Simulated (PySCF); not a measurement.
# Os⁶¹⁺: ionisation energy

Os⁶¹⁺ [Ne] 3s2 3p3 (4S) → Os⁶²⁺ [Ne] 3s2 3p2 (3P), as a difference of total energies. Calculation: PySCF 2.14, in an even-tempered Gaussian basis (17 s from 17 bohr⁻², ratio 2.5; 12 p from 23 bohr⁻², ratio 2.5; 4 d from 87 bohr⁻², ratio 2.7; 4 f from 130 bohr⁻², ratio 2.7); scalar relativity by spin-free X2C-1e. Correlated levels: outer shells: 1s2 frozen; virtual orbitals above 40 to 60 times the deepest correlated orbital energy dropped. The calculations carry no spin-orbit coupling.

| method | ionisation energy (eV) |
| --- | --- |
| UHF | 6650.7 |
| MP2 (outer shells) | 6651.3 |
| SCS-MP2 (outer shells) | 6651.0 |
| CCSD (outer shells) | 6651.3 |
| CCSD(T) (outer shells) | 6651.3 |

Spin-orbit coupling is strong in these open shells (close to jj coupling). The scalar numbers leave it out and a first-order estimate fails, so it can dominate the gap to the real levels.

The ground level that NIST lists for one species does not belong to the high-spin term computed here, so part of any gap is the choice of state.

Breit and QED terms and the two-electron picture change are absent.

For comparison: 6503 ± 12 eV (theoretical estimate listed by NIST; NIST Atomic Spectra Database, ionization energies).
